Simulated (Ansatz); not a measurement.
A structure relaxed at PBE0-D4/def2-TZVP, charge 0, multiplicity 1:

```csv
atom,x (Å),y (Å),z (Å)
B1,0.1577,-1.3239,1.3415
Al2,-1.1121,0.3328,1.1775
C3,-0.7842,1.2346,-0.5831
O4,-0.1705,0.3622,-1.5335
C5,0.9675,-0.2525,-1.0732
H6,-0.1392,-2.4216,0.9518
H7,1.2466,-1.2363,1.8428
H8,-2.1660,0.9877,2.1752
H9,-0.1516,2.1289,-0.4429
H10,-1.7040,1.5907,-1.0551
H11,1.4170,-0.8211,-1.8887
H12,0.7393,-1.0234,-0.2702
H13,1.6998,0.4418,-0.6420
```

Problem. Give its formula and SMILES.

Solution. C2H8AlBO, `[BH2][AlH][CH2]OC`.

Problem. Point group (tolerance 0.08 Å, 0.16 Å for H)?

Solution. C1.

Problem. Summarise the bond lengths by kind.

Solution. 1 × Al–B 2.094 Å; 2 × B–H 1.202 Å; 1 × Al–C 2.005 Å; 1 × Al–H 1.592 Å; 2 × C–O 1.373 to 1.429 Å; 5 × C–H 1.091 to 1.136 Å.

Results of the Gaussian-basis code of Ansatz.
